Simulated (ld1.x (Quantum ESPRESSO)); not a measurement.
## Varying the TM potential for lutetium

Base potential:

- Element: Lu
- Generator: ld1.x (Quantum ESPRESSO) 7.5
- Type: norm-conserving Troullier–Martins (Kleinman–Bylander form)
- Functional: PBE
- Relativity: scalar-relativistic
- Frozen core: [Xe] 4f14
- Valence charge: 3
- Reference configuration: 5d1 6s2 6p0
- Partial waves: 6s (bound): rc 3.00 bohr; 6p (bound, empty): rc 4.20 bohr; 5d (bound): rc 1.80 bohr
- Local potential: all-electron potential smoothed inside 1.45 bohr (lloc = -2)
- Core correction: Bessel-smoothed model core, default radius (core density twice the valence density)

All-electron outer shells of the reference configuration (PBE, scalar-relativistic, ld1.x):

| shell | level (eV) | outermost node (bohr) | outermost maximum (bohr) |
| --- | --- | --- | --- |
| 5p | -31.66 | 0.61 | 1.19 |
| 4f | -9.62 | – | 0.47 |
| 6s | -4.66 | 1.41 | 3.08 |
| 5d | -1.75 | 0.68 | 1.84 |
| 6p | -1.34 | 1.73 | 4.26 |

Cutoffs, loose and tight: the cutoffs (Ry, on a coarse ladder) from which the occupation-weighted sum of valence levels, in a spherical-Bessel basis at the reference potential, stays within 10 and 1 mRy of its value at 400 Ry. They do not see the model core or the augmentation charge, which bear on the density cutoff. Test errors are all-electron minus pseudo excitation energies from the reference, over the configurations 5d1 6s1 6p0; 5d1 6s0 6p0; 5d1 6s1.5 6p0; 5d1 6s0 6p2; 5d1 6s1 6p1; 5d2 6s0 6p0; 5d0 6s2 6p1. A dash means not determined; rows that change the core or the reference have their own tests. The largest error is taken over the tests solved by every variant that gives reliable tests at all: 5d1 6s0 6p0; 5d1 6s0 6p2; 5d1 6s1 6p0; 5d1 6s1 6p1; 5d1 6s1.5 6p0; 5d2 6s0 6p0.

A true bound ghost makes a file unfit for plane-wave use even where its test errors are small: the radial tests pick states by their node count and pass the ghost by. Where a test does run into it, the solver fails or the error is huge.

| change | outcome | cutoff, loose | cutoff, tight | bound ghosts | largest test error (meV) |
| --- | --- | --- | --- | --- | --- |
| base | generated | 18 Ry | 25 Ry | s, p | -80 |
| core [Xe], valence charge 17; reference 4f14 5d1.5 6s1.5 6p0; waves now 6p (bound): rc 3.30 bohr; 5d (bound): rc 3.05 bohr; 4f (bound): rc 0.95 bohr; 6s (bound): rc 3.35 bohr; local potential the s channel; core correction a·sin(br)/r model core inside 0.90 bohr | failed: run_pseudo: Errors in PS-KS equation | – | – | – | – |
| type ultrasoft; waves now 6s (bound): rcut 2.60, rcutus 3.00 bohr; 6s channel at 0.05 Ry: rcut 2.60, rcutus 3.00 bohr; 6p (bound): rcut 3.65, rcutus 4.20 bohr; 6p channel at 1.85 Ry: rcut 3.65, rcutus 4.20 bohr; 5d (bound): rcut 1.55, rcutus 1.80 bohr; 5d channel at 4.15 Ry: rcut 1.55, rcutus 1.80 bohr; local potential all-electron potential smoothed inside 2.15 bohr (lloc = -1); augmentation PSQ, inside the norm-conserving radii | failed: chargeps: negative rho | – | – | – | – |
| all radii but the core radius scaled by about 1.22 (s 3.66, p 5.14, d 2.20 bohr); local potential all-electron potential smoothed inside 1.78 bohr (lloc = -2) | generated | 18 Ry | 25 Ry | s | -72 |
| wave 6p (bound): rc 4.20 bohr becomes 6p (bound): rc 5.56 bohr | generated | 18 Ry | 25 Ry | s, p | -80 |
| local potential the s channel | generated | 18 Ry | 25 Ry | none | -81 |
| functional Wu–Cohen | generated | 18 Ry | 25 Ry | s, p | -82 |
| local potential all-electron potential smoothed inside 3.48 bohr (lloc = -2) | generated | 18 Ry | 25 Ry | none | -81 |

Task: What comes out with this change to the base: wave 6s (bound): rc 3.00 bohr becomes 6s (bound): rc 2.40 bohr?

Result: outcome: generated; cutoff, loose: 18 Ry; cutoff, tight: 25 Ry; bound ghosts: s, p; largest test error (meV): -65.
